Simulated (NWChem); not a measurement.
Everything below was run with NWChem. System: CF$_{2}$, charge 1, spin multiplicity 2, at the geometry of a parent with another charge or spin, in a state set for the comparison that need not be this species' ground state. Its SCF solution wasn't tested for a lower state. Level: UTPSS/def2-TZVP.

Job file:

```
start mol
memory heap 200 mb stack 900 mb global 1100 mb
charge 1
geometry units angstroms nocenter noautoz
  F      1.146797     0.000000    -0.164680
  C      0.000000     0.000000     0.494040
  F     -1.146797     0.000000    -0.164680
  symmetry group C2v
end
basis spherical
  * library def2-tzvp
end
dft
  xc xtpss03 ctpss03
  odft
  mult 2
  semidirect memsize 60000000 filesize 0
  iterations 100
  grid fine
end
task dft energy
```

Part of the output:

```
             Northwest Computational Chemistry Package (NWChem) 7.3.0
             --------------------------------------------------------

                                NWChem Input Module
                                -------------------

 Scaling coordinates for geometry "geometry" by  1.889725989
 (inverse scale =  0.529177249)

 Turning off AUTOSYM since
 SYMMETRY directive was detected!

                             Geometry "geometry" -> ""
                             -------------------------

 Output coordinates in angstroms (scale by  1.889725989 to convert to a.u.)

  No.       Tag          Charge          X              Y              Z
 ---- ---------------- ---------- -------------- -------------- --------------
    1 F                    9.0000     1.14679700     0.00000000    -0.16468000
    2 C                    6.0000     0.00000000     0.00000000     0.49404000
    3 F                    9.0000    -1.14679700     0.00000000    -0.16468000

 Effective nuclear repulsion energy (a.u.)      61.9021608260

            Nuclear Dipole moment (a.u.)
            ----------------------------
        X                 Y               Z
 ---------------- ---------------- ----------------
     0.0000000000     0.0000000000     0.0000000000

      Symmetry information
      --------------------

 Group name             C2v
 Group number             16
 Group order               4
 No. of unique centers     2

      Symmetry unique atoms

     1    2


 Summary of "ao basis" -> "" (spherical)
 ------------------------------------------------------------------------------
       Tag                 Description            Shells   Functions and Types
 ---------------- ------------------------------  ------  ---------------------
 *                         def2-tzvp                  on all atoms

                                 NWChem DFT Module
                                 -----------------

 Summary of "ao basis" -> "ao basis" (spherical)
 ------------------------------------------------------------------------------
       Tag                 Description            Shells   Functions and Types
 ---------------- ------------------------------  ------  ---------------------
 F                         def2-tzvp                11       31   5s3p2d1f
 C                         def2-tzvp                11       31   5s3p2d1f

 Summary of "ao basis" -> "ao basis" (spherical)
 ------------------------------------------------------------------------------
       Tag                 Description            Shells   Functions and Types
 ---------------- ------------------------------  ------  ---------------------
 F                         def2-tzvp                11       31   5s3p2d1f
 C                         def2-tzvp                11       31   5s3p2d1f

      Symmetry analysis of basis
      --------------------------

        a1         35
        a2         13
        b1         28
        b2         17

            General Information
            -------------------
          SCF calculation type: DFT
          Wavefunction type:  spin polarized.
          No. of atoms     :     3
          No. of electrons :    23
           Alpha electrons :    12
            Beta electrons :    11
          Charge           :     1
          Spin multiplicity:     2
          Use of symmetry is: on ; symmetry adaption is: on
          Maximum number of iterations: 100
          AO basis - number of functions:    93
                     number of shells:    33
          Convergence on energy requested:  1.00D-06
          Convergence on density requested:  1.00D-05
          Convergence on gradient requested:  5.00D-04

              XC Information
              --------------
                  TPSS metaGGA Exchange Functional  1.000
             TPSS03 metaGGA Correlation Functional  1.000

             Grid Information
             ----------------
          Grid used for XC integration:  fine
          Radial quadrature: Mura-Knowles
          Angular quadrature: Lebedev.
          Tag              B.-S. Rad. Rad. Pts. Rad. Cut. Ang. Pts.
          ---              ---------- --------- --------- ---------
          F                   0.50       70           7.0       590
          C                   0.70       70           6.0       590
          Grid pruning is: on
          Number of quadrature shells:   140
          Spatial weights used:  Erf1

          Convergence Information
          -----------------------
          Convergence aids based upon iterative change in
          total energy or number of iterations.
          Levelshifting, if invoked, occurs when the
          HOMO/LUMO gap drops below (HL_TOL):  1.00D-02
          DIIS, if invoked, will attempt to extrapolate
          using up to (NFOCK): 10 stored Fock matrices.

                    Damping( 0%)  Levelshifting(0.5)       DIIS
                  --------------- ------------------- ---------------
          dE  on:    start            ASAP                start
          dE off:    2 iters        100 iters           100 iters

      Screening Tolerance Information
      -------------------------------
          Density screening/tol_rho:  1.00D-10
          AO Gaussian exp screening on grid/accAOfunc:  14
          CD Gaussian exp screening on grid/accCDfunc:  20
          XC Gaussian exp screening on grid/accXCfunc:  20
          Schwarz screening/accCoul:  1.00D-08

      Superposition of Atomic Density Guess
      -------------------------------------

 Sum of atomic energies:        -236.50748494

 Renormalizing density from      24.00 to     23
[...]
    11      0.222678  1 F  pz                73     -0.222678  3 F  pz
     9      0.215826  1 F  px                71      0.215826  3 F  px
    14      0.113692  1 F  pz                76     -0.113692  3 F  pz

 Vector   12  Occ=1.000000D+00  E=-6.744905D-01  Symmetry=a1
              MO Center=  1.1D-14,  1.8D-14,  4.3D-01, r^2= 1.4D+00
   Bfn.  Coefficient  Atom+Function         Bfn.  Coefficient  Atom+Function
  ----- ------------  ---------------      ----- ------------  ---------------
    35      0.365727  2 C  s                 39      0.320511  2 C  pz
     8     -0.275372  1 F  pz                70     -0.275372  3 F  pz
    42      0.248113  2 C  pz                34      0.241195  2 C  s
    11     -0.222108  1 F  pz                73     -0.222108  3 F  pz
    33     -0.127613  2 C  s                 36      0.127135  2 C  s

 Vector   13  Occ=0.000000D+00  E=-5.138169D-01  Symmetry=b2
              MO Center=  2.8D-15, -1.5D-14,  3.6D-01, r^2= 1.2D+00
   Bfn.  Coefficient  Atom+Function         Bfn.  Coefficient  Atom+Function
  ----- ------------  ---------------      ----- ------------  ---------------
    38      0.503019  2 C  py                41      0.473141  2 C  py
     7     -0.232372  1 F  py                69     -0.232372  3 F  py
    10     -0.187810  1 F  py                72     -0.187810  3 F  py
    44      0.150825  2 C  py                13     -0.144941  1 F  py
    75     -0.144941  3 F  py

 Vector   14  Occ=0.000000D+00  E=-2.792662D-01  Symmetry=a1
              MO Center=  9.3D-15, -1.4D-15,  4.6D-03, r^2= 1.4D+00
   Bfn.  Coefficient  Atom+Function         Bfn.  Coefficient  Atom+Function
  ----- ------------  ---------------      ----- ------------  ---------------
    36      0.590530  2 C  s                 35      0.513456  2 C  s
    42     -0.475083  2 C  pz                39     -0.403160  2 C  pz
     5     -0.383424  1 F  s                 67     -0.383424  3 F  s
    45     -0.357817  2 C  pz                12      0.268774  1 F  px
    74     -0.268774  3 F  px                 6      0.263889  1 F  px

 Vector   15  Occ=0.000000D+00  E=-2.166593D-01  Symmetry=b1
              MO Center=  5.5D-15, -2.0D-16,  5.4D-01, r^2= 1.9D+00
   Bfn.  Coefficient  Atom+Function         Bfn.  Coefficient  Atom+Function
  ----- ------------  ---------------      ----- ------------  ---------------
    43      0.687901  2 C  px                40      0.582881  2 C  px
    37      0.479987  2 C  px                 5     -0.468081  1 F  s
    67      0.468081  3 F  s                 14     -0.200189  1 F  pz
    76      0.200189  3 F  pz                 8     -0.183135  1 F  pz
    70      0.183135  3 F  pz                11     -0.157976  1 F  pz

                     DFT Final Beta Molecular Orbital Analysis
                     -----------------------------------------

 Vector    9  Occ=1.000000D+00  E=-8.130999D-01  Symmetry=a1
              MO Center=  1.8D-15,  5.1D-16, -4.4D-03, r^2= 1.6D+00
   Bfn.  Coefficient  Atom+Function         Bfn.  Coefficient  Atom+Function
  ----- ------------  ---------------      ----- ------------  ---------------
     8      0.284824  1 F  pz                70      0.284824  3 F  pz
    11      0.231412  1 F  pz                73      0.231412  3 F  pz
     6      0.156756  1 F  px                39      0.156574  2 C  pz
    68     -0.156756  3 F  px                42      0.130784  2 C  pz
     9      0.127892  1 F  px                71     -0.127892  3 F  px

 Vector   10  Occ=1.000000D+00  E=-7.705872D-01  Symmetry=a2
              MO Center=  2.2D-14,  1.0D-17, -1.5D-01, r^2= 1.7D+00
   Bfn.  Coefficient  Atom+Function         Bfn.  Coefficient  Atom+Function
  ----- ------------  ---------------      ----- ------------  ---------------
     7      0.373301  1 F  py                69     -0.373301  3 F  py
    10      0.304159  1 F  py                72     -0.304159  3 F  py
    13      0.150104  1 F  py                75     -0.150104  3 F  py
    51      0.046373  2 C  d -2

 Vector   11  Occ=1.000000D+00  E=-7.510383D-01  Symmetry=b1
              MO Center= -1.3D-15, -9.9D-17, -1.3D-01, r^2= 1.7D+00
   Bfn.  Coefficient  Atom+Function         Bfn.  Coefficient  Atom+Function
  ----- ------------  ---------------      ----- ------------  ---------------
     8      0.280791  1 F  pz                70     -0.280791  3 F  pz
     6      0.253736  1 F  px                68      0.253736  3 F  px
    11      0.229518  1 F  pz                73     -0.229518  3 F  pz
     9      0.207516  1 F  px                71      0.207516  3 F  px
    14      0.119599  1 F  pz                76     -0.119599  3 F  pz

 Vector   12  Occ=0.000000D+00  E=-5.617722D-01  Symmetry=a1
              MO Center= -3.2D-16,  7.8D-15,  6.2D-01, r^2= 1.3D+00
   Bfn.  Coefficient  Atom+Function         Bfn.  Coefficient  Atom+Function
  ----- ------------  ---------------      ----- ------------  ---------------
    35      0.476416  2 C  s                 39      0.304090  2 C  pz
    34      0.253236  2 C  s                 36      0.244368  2 C  s
    42      0.229409  2 C  pz                 8     -0.217036  1 F  pz
    70     -0.217036  3 F  pz                11     -0.179887  1 F  pz
    73     -0.179887  3 F  pz                33     -0.149357  2 C  s

 Vector   13  Occ=0.000000D+00  E=-4.712571D-01  Symmetry=b2
              MO Center=  2.9D-16, -7.5D-15,  3.6D-01, r^2= 1.1D+00
   Bfn.  Coefficient  Atom+Function         Bfn.  Coefficient  Atom+Function
  ----- ------------  ---------------      ----- ------------  ---------------
    38      0.505673  2 C  py                41      0.478910  2 C  py
     7     -0.221000  1 F  py                69     -0.221000  3 F  py
    44      0.181650  2 C  py                10     -0.179781  1 F  py
    72     -0.179781  3 F  py                13     -0.144661  1 F  py
    75     -0.144661  3 F  py

 Vector   14  Occ=0.000000D+00  E=-2.576602D-01  Symmetry=a1
              MO Center= -4.4D-15, -2.0D-15,  1.9D-02, r^2= 1.5D+00
   Bfn.  Coefficient  Atom+Function         Bfn.  Coefficient  Atom+Function
  ----- ------------  ---------------      ----- ------------  ---------------
    36      0.561222  2 C  s                 35      0.492109  2 C  s
    42     -0.492330  2 C  pz                45     -0.426443  2 C  pz
    39     -0.411177  2 C  pz                 5     -0.395962  1 F  s
    67     -0.395962  3 F  s                 12      0.275162  1 F  px
    74     -0.275162  3 F  px                 6      0.256416  1 F  px

   alpha - beta orbital overlaps
   -----------------------------

   alpha      1      2      3      4      5      6      7      8      9     10
    beta      1      2      3      4      5      6      7      9      8     10
 overlap   1.000  1.000  1.000  1.000  1.000  0.989  0.999  0.969  0.999  1.000

   alpha     11     12     13     14     15     16     17     18     19     20
    beta     11     12     13     14     15     16     17     18     19     20
 overlap   0.999  0.970  0.998  0.995  0.996  0.977  1.000  0.975  0.996  0.998

   alpha     21     22     23     24     25     26     27     28     29     30
    beta     21     23     22     24     25     26     27     28     29     30
 overlap   1.000  0.995  1.000  0.992  1.000  0.995  0.992  1.000  1.000  0.883

   alpha     31     32     33     34     35     36     37     38     39     40
    beta     31     32     33     34     35     36     38     37     39     40
 overlap   0.884  0.999  0.998  1.000  0.999  1.000  1.000  1.000  0.999  0.999

   alpha     41     42     43     44     45     46     47     48     49     50
    beta     41     42     43     45     44     46     47     48     49     50
 overlap   0.998  1.000  1.000  0.999  0.999  0.999  1.000  0.998  0.993  0.987

   alpha     51     52     53     54     55     56     57     58     59     60
    beta     52     51     53     54     55     56     57     58     59     60
 overlap   0.708  0.709  0.992  0.987  0.852  0.851  0.999  0.995  0.994  1.000

   alpha     61     62     63     64     65     66     67     68     69     70
    beta     61     62     63     64     65     66     67     68     69     70
 overlap   1.000  1.000  0.999  1.000  1.000  1.000  0.997  1.000  1.000  1.000

   alpha     71     72     73     74     75     76     77     78     79     80
    beta     71     72     74     73     75     76     77     78     79     80
 overlap   0.997  1.000  0.995  1.000  0.995  1.000  1.000  1.000  1.000  1.000

   alpha     81     82     83     84     85     86     87     88     89     90
    beta     81     82     83     84     85     86     87     88     89     90
 overlap   1.000  1.000  1.000  1.000  1.000  1.000  0.999  1.000  0.999  1.000

   alpha     91     92     93
    beta     91     92     93
 overlap   1.000  1.000  1.000

     --------------------------
     Expectation value of S2:
     --------------------------
      <S2> =      0.7551 (Exact =     0.7500)

 center of mass
 --------------
 x =   0.00000000 y =   0.00000000 z =  -0.01242888

 moments of inertia (a.u.)
 ------------------
          14.131407861701           0.000000000000           0.000000000000
           0.000000000000         192.581916759520           0.000000000000
           0.000000000000           0.000000000000         178.450508897819

     Multipole analysis of the density
     ---------------------------------

     L   x y z        total         alpha         beta         nuclear
     -   - - -        -----         -----         ----         -------
     0   0 0 0      1.000000    -12.000000    -11.000000     24.000000

     1   1 0 0      0.000000      0.000000      0.000000      0.000000
     1   0 1 0     -0.000000     -0.000000     -0.000000      0.000000
     1   0 0 1      0.510136     -0.391666      0.901802      0.000000

     2   2 0 0     -7.703091    -46.894398    -45.345001     84.536307
     2   1 1 0      0.000000      0.000000      0.000000      0.000000
     2   1 0 1     -0.000000     -0.000000     -0.000000      0.000000
     2   0 2 0     -9.087413     -4.854645     -4.232768      0.000000
     2   0 1 1      0.000000      0.000000     -0.000000      0.000000
     2   0 0 2     -8.823603     -9.467697     -6.328781      6.972875

 Task  times  cpu:        1.6s     wall:        1.6s

 Total times  cpu:        1.6s     wall:        1.6s
```
